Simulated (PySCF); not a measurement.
**Spin states and ions at one geometry of [OsH4(NO)]−**

PySCF 2.14.0, RKS TPSS, Os def2-SVP with ECP60, H def2-SVP, N def2-SVP, O def2-SVP; non-relativistic Hamiltonian with scalar-relativistic core potentials where named; density fitting; no spin-orbit coupling; singlets restricted, open shells unrestricted. The geometry is relaxed for charge -1, singlet, vacuum:

```xyz
7

Os    0.0000    0.2077   -0.0527
H     0.0000    0.1347    1.5387
H     1.6514    0.6360   -0.0458
H     0.0000    1.8575   -0.5407
H    -1.6514    0.6360   -0.0458
N     0.0000   -1.5687   -0.2144
O     0.0000   -2.6849   -0.6697
```

Energies count from the relaxed state; an electron taken off or put on is at rest in vacuum. Charges and spins are Mulliken's.

| state | energy (eV) | spin squared | charge on Os1 (e) | spin on Os1 (e) | dipole about the centre of mass (D) |
| --- | --- | --- | --- | --- | --- |
| charge -1, singlet, vacuum | 0.00 | 0.00 | -0.08 | 0.00 | 0.74 |
| charge -1, quintet, vacuum | 4.65 | 6.01 | -0.03 | 2.52 | 0.91 |
| charge -1, septet, vacuum | 7.78 | 12.01 | 0.11 | 3.35 | 0.30 |
| charge 0, doublet, vacuum | 3.14 | 0.76 | 0.28 | 0.42 | 0.99 |

Problem. What does the state charge -1, triplet, vacuum give?

Solution. energy (eV) 1.66, spin squared 2.01, charge on Os1 (e) -0.03, spin on Os1 (e) 1.96, dipole about the centre of mass (D) 0.94.

With an electron taken off (doublet) the charges change, summed by element, by Os +0.36 e, H +0.42 e, N +0.04 e, O +0.18 e. The vertical ionisation energy is 3.14 eV, against −ε(HOMO) = -0.01 eV of the relaxed state. The level lies 3.2 eV too high, as is usual for semilocal functionals and global hybrids, which keep a self-interaction error.

Open shells may have lower solutions than those found. Hard to converge, so the more doubtful: charge 0, doublet, vacuum.

No frequency check is given that shows the relaxed geometry to be a minimum.
